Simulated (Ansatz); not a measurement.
`C[SiH2][Se][Se]C`, 13 atoms. The species carries charge 0 and has multiplicity 1. Correlated methods include outer-core shells of Se, which these sets cover unevenly. Scalar relativity is left out up to krypton. All runs use 3 threads of an AMD EPYC 7R13 on a shared host and a share of an NVIDIA H100 80 GB. Correlated methods freeze the cores. Open-shell runs search over several starts.

(1) How many basis functions does each run have, and how long does it take in Ansatz? RKS B2PLYP (frozen core)/def2-TZVPP energy; UKS PBE-D4/def2-TZVPP energy of the cation; RHF-MP2/def2-QZVPP energy; UKS B2PLYP (frozen core)/def2-TZVPP energy of the cation; RKS PBE0-D4/def2-SVP energy; UKS r2SCAN-D4/def2-TZVPP energy of the cation; direct RPA on PBE orbitals/def2-TZVPP energy; RKS PBE0-D4/def2-QZVPP energy; RHF-CCSD(T)/def2-TZVPP energy; UKS ωB97M-V/def2-TZVPP energy of the cation; UKS PBE0-D4/def2-TZVPP energy of the cation; UKS ωB97X-V/def2-TZVPP energy of the cation. (An estimate is asked.)

Results:

(1) The calculation gave: Other jobs shared the machine, so times are rough.

```json
{"level": "RKS PBE0-D4/def2-SVP", "job": "energy", "functions": "150", "wall time": "1.2 s", "peak host memory (GiB)": "0.8"}
{"level": "direct RPA on PBE orbitals/def2-TZVPP", "job": "energy", "functions": "312", "wall time": "3 s", "peak host memory (GiB)": "1.4"}
{"level": "RKS B2PLYP (frozen core)/def2-TZVPP", "job": "energy", "functions": "312", "wall time": "3.5 s", "peak host memory (GiB)": "1.4"}
{"level": "UKS B2PLYP (frozen core)/def2-TZVPP", "job": "energy of the cation", "functions": "312", "wall time": "4 s", "peak host memory (GiB)": "1.4"}
{"level": "UKS PBE-D4/def2-TZVPP", "job": "energy of the cation", "functions": "312", "wall time": "4.3 s", "peak host memory (GiB)": "0.92"}
{"level": "RKS PBE0-D4/def2-QZVPP", "job": "energy", "functions": "602", "wall time": "4.4 s", "peak host memory (GiB)": "1.2"}
{"level": "RHF-MP2/def2-QZVPP", "job": "energy", "functions": "602", "wall time": "4.6 s", "peak host memory (GiB)": "1.2"}
{"level": "UKS r2SCAN-D4/def2-TZVPP", "job": "energy of the cation", "functions": "312", "wall time": "6 s", "peak host memory (GiB)": "0.99"}
{"level": "UKS PBE0-D4/def2-TZVPP", "job": "energy of the cation", "functions": "312", "wall time": "7 s", "peak host memory (GiB)": "0.93"}
{"level": "UKS ωB97M-V/def2-TZVPP", "job": "energy of the cation", "functions": "312", "wall time": "7 s", "peak host memory (GiB)": "1.2"}
{"level": "RHF-CCSD(T)/def2-TZVPP", "job": "energy", "functions": "312", "wall time": "7.5 s", "peak host memory (GiB)": "0.88"}
{"level": "UKS ωB97X-V/def2-TZVPP", "job": "energy of the cation", "functions": "312", "wall time": "7.5 s", "peak host memory (GiB)": "1.1"}
```
